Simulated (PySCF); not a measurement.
Computed shifts of a molecule C4H6O2Si, PBE/pcSseg-1 in PySCF, GIAO, gas phase, equivalent atoms averaged, in ppm (number of nuclei): ¹³C: 165.7 (1), 142.7 (1), 112.6 (1), 90.4 (1). ²⁹Si: -83.1 (1). ¹H: 7.06 (1), 5.33 (1), 4.74 (3), 4.38 (1). References: ¹⁷O against H2O (σ = 334.3 ppm); ¹³C against TMS (σ = 182.0 ppm); ²⁹Si against TMS (σ = 335.4 ppm); ¹H against TMS (σ = 31.49 ppm), references at their B3LYP-D3(BJ)/def2-TZVP geometries, non-relativistic. Geometry: r2SCAN-D4/def2-SVP. The geometry has at least one imaginary mode, so it is a saddle point at that level. Other conformers were not sampled.

Problem. Pick the molecule that these values belong to.
A. O=C1C=C([SiH3])OC1
B. O=C1OC=C[C@@H]1[SiH3]
C. Oc1cc([SiH3])co1
D. Oc1coc([SiH3])c1

Solution. C, Oc1cc([SiH3])co1
